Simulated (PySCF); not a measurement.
# Orbital picture of MoO⁺

r²SCANh at R = 1.616 Å; Mo def2-TZVPPD with ECP28, O def2-TZVPPD; scalar-relativistic core potentials (PySCF 2.14). State: ⁴Σ⁻ (quartet), unpaired electrons σ ↑, δ ↑↑. Only the outer orbitals are listed, counted within each symmetry, core potentials removing the inner ones.

| spin | orbital | occ. | ε (eV) | on Mo (%) | main shells (%) |
| --- | --- | --- | --- | --- | --- |
| α | 4σ | 1 | -32.35 | 11 | 89 O s |
| α | 5σ | 1 | -18.31 | 35 | 57 O p, 33 Mo d |
| α | 2π | 1 | -17.80 | 38 | 62 O p, 36 Mo d |
| α | 2π | 1 | -17.80 | 38 | 62 O p, 36 Mo d |
| α | 1δ | 1 | -14.54 | 100 | 100 Mo d |
| α | 1δ | 1 | -14.54 | 100 | 100 Mo d |
| α | 6σ | 1 | -12.60 | 85 | 64 Mo s, 20 Mo d, 15 O p |
| α | 3π | 0 | -10.51 | 68 | 59 Mo d, 32 O p |
| α | 3π | 0 | -10.51 | 68 | 59 Mo d, 32 O p |
| α | 7σ | 0 | -7.97 | 84 | 32 Mo s, 29 Mo d, 23 Mo p |
| β | 1π | 1 | -49.68 | 100 | 100 Mo p |
| β | 1π | 1 | -49.68 | 100 | 100 Mo p |
| β | 4σ | 1 | -32.86 | 10 | 89 O s |
| β | 2π | 1 | -17.97 | 21 | 78 O p, 20 Mo d |
| β | 2π | 1 | -17.97 | 21 | 78 O p, 20 Mo d |
| β | 5σ | 1 | -17.89 | 25 | 69 O p, 23 Mo d |
| β | 1δ | 0 | -9.44 | 100 | 100 Mo d |
| β | 1δ | 0 | -9.44 | 100 | 100 Mo d |
| β | 3π | 0 | -9.11 | 81 | 77 Mo d, 18 O p |

Problem. Which are the highest filled and the lowest empty level, where do they sit, and how wide is the gap?

Solution. Highest filled α 6σ at -12.60 eV (in %: 64 Mo s, 20 Mo d, 15 O p); lowest empty α 3π at -10.51 eV (in %: 59 Mo d, 32 O p); the gap at r²SCANh is 2.09 eV.

| Item | Value |
| --- | --- |
| bond order (Mayer) | 2.43 |
| ⟨S²⟩ | 3.818 |
| charge on Mo (Mulliken, basis-dependent) | 1.30 |
| charge on Mo (Löwdin, basis-dependent) | 1.26 |
| dipole moment (positive dipole points towards O; it is taken about the centre of mass and depends on that origin) | -3.54 D |

Spin–orbit coupling is left out. The state is the lowest single determinant that the PBE0 search found; with open d or f shells the true ground state can be another one.
